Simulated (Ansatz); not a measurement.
Isolated molecules relaxed with PBE0-D4/def2-TZVP in Ansatz; ΔE leaves out vibrations. CCSD(T)/CBS is the MP2 limit (def2-TZVPP, def2-QZVPP) plus CCSD(T) − MP2 in def2-TZVPP, frozen cores. DFT in def2-TZVPP. B3LYP here is the variant with VWN-RPA as its local correlation; programs differ in this. One conformer a species, not always the lowest.

Consider the cleavage of the B–Si bond: `B[SiH](N)P` + `CNCF` → `BN(C)CF` + `N[SiH2]P`.

`B[SiH](N)P`:

Cartesian coordinates in Å:
```
B 0.704 -1.200 -0.188
Si 0.358 0.688 0.069
N -0.120 1.698 -1.220
P -1.298 -0.548 1.122
H 1.402 -1.811 0.563
H 0.278 -1.722 -1.180
H 0.965 1.510 1.140
H -0.572 2.584 -1.066
H -0.359 1.303 -2.114
H -0.558 -0.707 2.322
H -0.800 -1.795 0.551
```

`CNCF`:

Cartesian coordinates in Å:
```
C 0.976 -0.682 0.293
N -0.014 -0.197 -0.647
C -1.066 0.549 -0.110
F -0.654 1.755 0.497
H 1.537 0.115 0.795
H 0.476 -1.279 1.060
H 1.681 -1.334 -0.225
H 0.405 0.260 -1.444
H -1.569 -0.019 0.676
H -1.771 0.832 -0.894
```

`BN(C)CF`:

Cartesian coordinates in Å:
```
B 0.772 0.725 1.179
N 0.070 0.099 0.152
C -0.278 0.748 -1.100
C -0.350 -1.255 0.245
F 0.355 -2.050 -0.645
H 1.090 1.870 1.050
H 1.022 0.098 2.166
H -1.363 0.742 -1.248
H 0.070 1.778 -1.081
H 0.185 0.232 -1.945
H -1.407 -1.358 -0.025
H -0.165 -1.629 1.251
```

`N[SiH2]P`:

Cartesian coordinates in Å:
```
N -0.730 0.934 1.035
Si -0.514 -0.154 -0.277
P 1.606 0.063 -1.022
H -0.206 0.832 1.888
H -1.636 1.336 1.209
H -1.453 0.271 -1.348
H -0.803 -1.585 0.038
H 2.149 -0.502 0.166
H 1.587 -1.194 -1.689
```

```
         level  ΔE (kJ/mol)
      B3LYP-D4       -155.2
           PBE       -123.9
        r2SCAN       -136.3
          PBE0       -135.2
         B3LYP       -157.7
MP2/def2-TZVPP       -157.8
 HF/def2-QZVPP       -200.8
CCSD/CBS(def2)       -161.9
```

(1) What does CCSD(T)/CBS give? (Best estimate.)

Largest T1 diagnostic among the species: 0.016.

Answers

(1) Ansatz gave: -154.5 kJ/mol. The listed levels differ from it by -0.7, 30.6, 18.2, 19.3, -3.2, -3.3, -46.3, -7.4 kJ/mol.

From PBE to PBE0 (25 % exact exchange), in def2-TZVPP and without D4, ΔE moves by −11.3 kJ/mol. In def2-TZVPP, CCSD(T) changes the Hartree–Fock value by +43.1 kJ/mol (the triples alone add +7.4 kJ/mol) and MP2 by +42.5 kJ/mol.
